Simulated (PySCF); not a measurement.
Highest harmonic wavenumber (cm⁻¹) of eight molecules of H, C, N, O, S and their like: PBE-D3(BJ) beside B3LYP-D3(BJ), computed with PySCF for isolated molecules in the bases named; differences from unrounded values. The eight are the first of their class met in an unordered collection, after screening for sound electronic states; none was chosen by its value. Each level has its own optimised geometry.

```tsv
molecule	basis	B3LYP-D3(BJ)
H3O4P, SMILES OP(O)(=O)O	def2-SVP	3825
ethylamine (C2H7N), SMILES CCN	def2-TZVP	3556
penta-1,4-dien-3-amine (C5H9N), SMILES C=CC(N)C=C	def2-SVP	3549
(2R)-but-3-ene-1,2-diamine (C4H10N2), SMILES N[C@@H](CN)C=C	def2-SVP	3590
C5H9N, SMILES C=C1CN(C)C1	def2-SVP	3227
C6H6O, SMILES C#C[C@@H]1CC=CO1	def2-SVP	3471
(1-methylcyclopropyl)methanol (C₅H₁₀O), SMILES OCC1(CC1)C	def2-SVP	3847
C₅H₈O, SMILES C1COCC=C1	def2-SVP	3174
```

Estimate the PBE-D3(BJ) values and say how PBE-D3(BJ) differs from B3LYP-D3(BJ) over the set. (The exact figures need the calculation; the answer reports its results.)


```
molecule                                                     PBE-D3(BJ)  difference
-----------------------------------------------------------  ----------  ----------
H3O4P, SMILES OP(O)(=O)O                                           3715        -110
ethylamine (C2H7N), SMILES CCN                                     3472         -84
penta-1,4-dien-3-amine (C5H9N), SMILES C=CC(N)C=C                  3464         -85
(2R)-but-3-ene-1,2-diamine (C4H10N2), SMILES N[C@@H](CN)C=C        3506         -83
C5H9N, SMILES C=C1CN(C)C1                                          3169         -58
C6H6O, SMILES C#C[C@@H]1CC=CO1                                     3407         -64
(1-methylcyclopropyl)methanol (C₅H₁₀O), SMILES OCC1(CC1)C          3741        -106
C₅H₈O, SMILES C1COCC=C1                                            3110         -64
```
PBE-D3(BJ) lies below B3LYP-D3(BJ) in 8 and above it in 0 of the eight; the mean signed difference is -82 and the largest -110 cm⁻¹.
